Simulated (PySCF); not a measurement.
**Vibration and rotation of CaIn**

ROHF-CCSD(T) constants of CaIn, ²Π (doublet), unpaired electrons π ↑ (PySCF, scalar-relativistic core potentials, basis sets Ca def2-SVP, In def2-SVP with ECP28; masses 39.9626 and 114.9039 u):

| Property | Result |
| --- | --- |
| ωe | 106.4 cm⁻¹ |
| ωexe | 0.944 cm⁻¹ |
| Be | 0.04888 cm⁻¹ |
| αe | 0.000429 cm⁻¹ |
| De to Ca + In | 0.348 eV |

Task: What force constant and bond length do these constants imply?

Result: Reduced mass μred = 29.650 u; k = 5.8918×10⁻⁷·μred·ωe² (u, cm⁻¹, mdyn/Å) = 0.198 mdyn/Å; Re = √(16.8576/(μred·Be)) (u, cm⁻¹, Å) = 3.410 Å.

Task: Estimate the centrifugal constant D from the Kratzer relation and find the Dunham coefficient a1.

Result: D = 4Be³/ωe² = 4.13e-08 cm⁻¹; a1 = −1 − αeωe/(6Be²) = -4.18.

Correlated steps freeze 9 core orbitals. The bond is weak. Basis-set superposition, not corrected here, can be much of De in a small basis, most of all at correlated wavefunction levels. These are scalar-relativistic numbers at best; spin–orbit coupling would shift them, the dissociation energy most. The state is the lowest determinant that a PBE0 search found; another state may lie lower at other levels.
